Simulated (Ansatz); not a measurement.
`C[O][AlH][Br]` + H₂ → `[AlH2][Br]` + CH₃OH at 700 K and 1 bar (hydrogenolysis of the Al–O bond).

Calculated with Ansatz (gas phase, PBE0-D4/def2-TZVP geometries, no zero-point term in ΔE). CBS: MP2 limit from def2 TZ/QZ plus the TZ coupled-cluster correction, frozen cores. This one scheme is used for every species. For Br outer-core shells are correlated without core-valence functions, which leaves a few kJ/mol of doubt a bond. Scalar relativity is left out up to krypton. One conformer a species, not always the lowest.

```
        species  CCSD(T)/CBS energy (Eh)  H − E (kJ/mol)  S (J/(mol·K))
`C[O][AlH][Br]`              -2931.07194           195.3          435.6
             H₂                 -1.17544            46.8          155.3
   `[AlH2][Br]`              -2816.58301            73.6          316.3
          CH₃OH               -115.61712           170.8          288.5
```

H − E and S are ideal-gas, rigid-rotor, harmonic terms from PBE0-D4/def2-TZVP, for one conformer and one mirror image of each species. The MP2-based limit puts H₂ 0.8 mEh under its directly extrapolated value; such offsets cancel only in part. 1 Eh = 2625.50 kJ/mol, R = 8.31446 J/(mol·K).

Task: By hand: ΔE, ΔH, ΔS and ΔG.

Result: ΔE = (-2816.58301) + (-115.61712) − (-2931.07194) − (-1.17544) = 0.04725 Eh = 124.1 kJ/mol. Δ(H − E) = 73.6 + 170.8 − 195.3 − 46.8 = 2.3, so ΔH = 126.4 kJ/mol. ΔS = 316.3 + 288.5 − 435.6 − 155.3 = 13.9 J/(mol·K). ΔG = 126.4 − 700 × (13.9)/1000 = 116.7 kJ/mol.

Task: By hand: the equilibrium constant, and the temperature at which ΔG would vanish if ΔH and ΔS stayed fixed.

Result: log₁₀ K = −ΔG/(RT ln 10) = -8.7. ΔG = 0 at ΔH/ΔS = 9094 K, far beyond where these terms or the molecules hold.

The number of gas molecules stays the same, so ΔS is small and ΔH decides. A doubt of 5 kJ/mol in ΔE shifts log₁₀ K by 0.4 here. Other conformers and mirror images would add mixing entropy, several J/(mol·K) or more a flexible species. These are equilibria of isolated gas molecules and say nothing of rates. Largest T1 diagnostic: 0.010 (customary marks: 0.02 for closed shells, 0.045 for open ones).
